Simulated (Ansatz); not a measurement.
`[Cl][SnH]([Cl])[Cl]` + H₂Se → `[Cl][SnH]([Cl])[SeH]` + HCl at 400 K and 1 bar (ligand exchange at the Sn–Cl bond).

Isolated molecules relaxed with PBE0-D4/def2-TZVP in Ansatz; ΔE leaves out vibrations. CCSD(T)/CBS adds triple-zeta CCSD(T) − MP2 to the extrapolated MP2 energy (def2 sets, frozen cores). This one scheme is used for every species. Elements past krypton have def2 core potentials. For Se, Sn outer-core shells are correlated without core-valence functions, which leaves a few kJ/mol of doubt a bond. Scalar relativity is left out up to krypton. Each species was taken in one conformer, which may not be the lowest.

```json
{"species": "`[Cl][SnH]([Cl])[Cl]`", "CCSD(T)/CBS energy (Eh)": "-1594.09169", "H − E (kJ/mol)": "55.7", "S (J/(mol·K))": "371.6"}
{"species": "H₂Se", "CCSD(T)/CBS energy (Eh)": "-2401.89790", "H − E (kJ/mol)": "49.4", "S (J/(mol·K))": "229.5"}
{"species": "`[Cl][SnH]([Cl])[SeH]`", "CCSD(T)/CBS energy (Eh)": "-3535.60722", "H − E (kJ/mol)": "77.7", "S (J/(mol·K))": "416.9"}
{"species": "HCl", "CCSD(T)/CBS energy (Eh)": "-460.38127", "H − E (kJ/mol)": "29.6", "S (J/(mol·K))": "195.4"}
```

H − E and S are ideal-gas, rigid-rotor, harmonic terms from PBE0-D4/def2-TZVP, for one conformer and one mirror image of each species. 1 Eh = 2625.50 kJ/mol, R = 8.31446 J/(mol·K).

Q: By hand: ΔE, ΔH, ΔS and ΔG.

A: ΔE = (-3535.60722) + (-460.38127) − (-1594.09169) − (-2401.89790) = 0.00110 Eh = 2.9 kJ/mol. Δ(H − E) = 77.7 + 29.6 − 55.7 − 49.4 = 2.2, so ΔH = 5.1 kJ/mol. ΔS = 416.9 + 195.4 − 371.6 − 229.5 = 11.2 J/(mol·K). ΔG = 5.1 − 400 × (11.2)/1000 = 0.6 kJ/mol.

Q: By hand: the equilibrium constant, and the temperature at which ΔG would vanish if ΔH and ΔS stayed fixed.

A: log₁₀ K = −ΔG/(RT ln 10) = -0.1. ΔG = 0 at ΔH/ΔS = 455 K, though so small a ΔH makes that figure unsure.

TΔS isn't small against ΔH here. The sign of ΔG lies within the doubt. A doubt of 5 kJ/mol in ΔE shifts log₁₀ K by 0.7 here. Other conformers and mirror images would add mixing entropy, several J/(mol·K) or more a flexible species. These are equilibria of isolated gas molecules and say nothing of rates. Largest T1 diagnostic: 0.011 (customary marks: 0.02 for closed shells, 0.045 for open ones).
